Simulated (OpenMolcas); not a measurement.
Systems:
- [Ni(H2O)6]2+, a model complex in vacuum: octahedral, Ni–H2O 2.10 Å; shape imposed, not necessarily the one it adopts

Coordinates (Å) for ANO-RCC-VDZP:

```xyz
19

Ni     0.0000     0.0000     0.0000
O      2.1010     0.0000     0.0000
H      2.6848     0.7747     0.0000
H      2.6848    -0.7747     0.0000
O     -2.1010     0.0000     0.0000
H     -2.6848     0.7747     0.0000
H     -2.6848    -0.7747     0.0000
O      0.0000     2.1010     0.0000
H      0.0000     2.6848     0.7747
H      0.0000     2.6848    -0.7747
O      0.0000    -2.1010     0.0000
H      0.0000    -2.6848     0.7747
H      0.0000    -2.6848    -0.7747
O      0.0000     0.0000     2.1010
H      0.7747     0.0000     2.6848
H     -0.7747     0.0000     2.6848
O      0.0000     0.0000    -2.1010
H      0.7747     0.0000    -2.6848
H     -0.7747     0.0000    -2.6848
```

Method: state-averaged CASSCF on the open d shell with SC-NEVPT2, ANO basis sets as named, scalar-relativistic DKH2, RICD, in OpenMolcas. State energies are spin-free and vertical. Orbital splittings and repulsion parameters are fits to the integrals of the highest spin's CASSCF orbitals. J levels and χT include spin-orbit coupling (RASSI on CASSCF energies). Times are rough, from shared cores.

```json
[
 {"case": "ANO-RCC-VDZP", "ground state": "triplet (3A2 parentage)", "first state of the same spin (cm⁻¹)": "triplet (3T2 parentage) 7310", "first state of another spin (cm⁻¹)": "singlet (1E parentage) 15410", "d-orbital splitting (cm⁻¹)": "5650", "Racah B (cm⁻¹)": "1277", "χT at 300 K (cm³ K/mol)": "1.54", "basis functions": "178", "relative time": "2"},
 {"case": "ANO-RCC-VTZP on Ni and ANO-RCC-VDZ on O, H", "ground state": "triplet (3A2 parentage)", "first state of the same spin (cm⁻¹)": "triplet (3T2 parentage) 7430", "first state of another spin (cm⁻¹)": "singlet (1E parentage) 15230", "d-orbital splitting (cm⁻¹)": "5680", "Racah B (cm⁻¹)": "1293", "χT at 300 K (cm³ K/mol)": "1.53", "basis functions": "137", "relative time": "1"},
 {"case": "ANO-RCC-VTZP on Ni and ANO-RCC-VDZP on O, H", "ground state": "triplet (3A2 parentage)", "first state of the same spin (cm⁻¹)": "triplet (3T2 parentage) 7370", "first state of another spin (cm⁻¹)": "singlet (1E parentage) 15040", "d-orbital splitting (cm⁻¹)": "5680", "Racah B (cm⁻¹)": "1291", "χT at 300 K (cm³ K/mol)": "1.53", "basis functions": "203", "relative time": "2"},
 {"case": "ANO-RCC-VQZP on Ni and ANO-RCC-VDZP on O, H", "ground state": "triplet (3A2 parentage)", "first state of the same spin (cm⁻¹)": "triplet (3T2 parentage) 7350", "first state of another spin (cm⁻¹)": "singlet (1E parentage) 14880", "d-orbital splitting (cm⁻¹)": "5670", "Racah B (cm⁻¹)": "1291", "χT at 300 K (cm³ K/mol)": "1.53", "basis functions": "239", "relative time": "3"}
]
```

Ligand-to-metal charge-transfer configurations lie outside the minimal active space. All energies are vertical, at one fixed geometry that need not be a minimum. Gaps under about 300 cm⁻¹ between spin-free states are not resolved by the perturbation step.
